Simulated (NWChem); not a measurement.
Species: CdSiH₃Br; SMILES [SiH3][Cd][Br]

```xyz
6

Cd    -0.2893    -0.1255    -0.0005
Br     0.6336     2.1321    -0.0009
Si    -1.2334    -2.4341     0.0000
H     -2.0394    -2.6703    -1.2369
H     -2.1194    -2.6371     1.1871
H     -0.1361    -3.4483     0.0500
```
Atoms are numbered in this order, from 1.

Level: PBE0/def2-SVP with def2 effective core potentials on Cd (NWChem), optimised geometry, unscaled harmonic frequencies. This build's default masses of Se (78.918 u) and Br (79.917 u) are each other's, which moves their modes by up to 0.6 %. def2 effective core potentials on Cd; no spin-orbit coupling.

```
frequency (cm⁻¹)  IR intensity (km/mol)
----------------  ---------------------
67                                  3.3
67                                  3.3
228                                16.6
325                                16.3
460                                 2.1
461                                 2.1
845                               335.6
935                                39.8
936                                39.7
2219                               70.4
2233                               74.0
2234                               74.0
```

| Property | Result |
|---|---|
| zero-point energy | 15.7 kcal/mol |
| thermal correction to the enthalpy at 298.15 K (with zero-point energy) | 20.1 kcal/mol |
| heat capacity Cv | 17.5 cal/(mol K) |
| entropy at 298.15 K and 1 atm (symmetry number 3) | 79.6 cal/(mol K) |

Rigid rotor and harmonic oscillator; modes under 100 cm⁻¹ make the entropy uncertain.
